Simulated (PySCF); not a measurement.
`CO[C@H]1C[C@@H](O)C1`, C$_{5}$H$_{10}$O$_{2}$

Geometry (Å), atoms numbered from 1 in this order:
```xyz
17

C    -2.5535    0.4295    0.0251
O    -1.2343    0.8713   -0.1722
C    -0.3050   -0.1661   -0.3511
C     1.0604    0.3391   -0.8446
C     1.7501   -0.4540    0.2858
O     2.7090    0.2052    1.0535
C     0.3710   -0.7182    0.9256
H    -2.8926   -0.1924   -0.8123
H    -2.6502   -0.1478    0.9523
H    -3.1738    1.3215    0.0886
H    -0.7287   -0.9557   -0.9847
H     1.3337    0.0839   -1.8643
H     1.1455    1.4148   -0.7051
H     2.2368   -1.3646   -0.0679
H     2.3266    1.0266    1.3854
H     0.1489   -1.7479    1.1941
H     0.1880   -0.0714    1.7826
```

Computed with GIAO PBE0/pcSseg-1 magnetisability, rotational g tensor and spin-rotation constants, non-relativistic, gas phase in PySCF. Geometry: GFN2-xTB, dihedral held. The dihedral C7–C3–O2–C1 is held at 270°.

Problem. Give the nuclear spin-rotation constants along the inertial axes (H = +C I·J) beside the isotropic shieldings.

Solution. Rotational constants 6.8946, 1.4602, 1.3851 GHz. A star marks the isotopologue with that one atom substituted, in its own axes.
```
atom  isotope  Caa (kHz)  Cbb (kHz)  Ccc (kHz)  mean (kHz)  σ (ppm)
  H8       1H     -0.572     -0.137      0.015      -0.231     28.7
  H9       1H     -0.698      0.069     -0.145      -0.258     28.3
 H10       1H     -0.304     -0.143     -0.018      -0.155     28.0
 H11       1H     -0.483     -0.167      0.028      -0.207     28.6
 H12       1H     -0.754     -0.010     -0.069      -0.278     28.7
 H13       1H     -0.845     -0.140      0.039      -0.315     29.9
 H14       1H     -0.400     -0.150      0.015      -0.178     27.9
 H15       1H     -0.801     -0.201      0.002      -0.333     31.4
 H16       1H     -0.770     -0.045     -0.033      -0.283     28.7
 H17       1H     -0.808     -0.118      0.005      -0.307     30.1
  C1     13C*      1.098      0.328      0.304       0.577    127.6
  O2     17O*     -0.797     -0.144     -0.091      -0.344    282.8
  C3     13C*      1.596      0.366      0.243       0.735    117.4
  C4     13C*      1.002      0.310      0.272       0.528    140.6
  C5     13C*      1.645      0.314      0.236       0.732    124.5
  O6     17O*     -0.793     -0.194     -0.166      -0.384    246.2
```
For the geometry as given, no vibrational averaging.
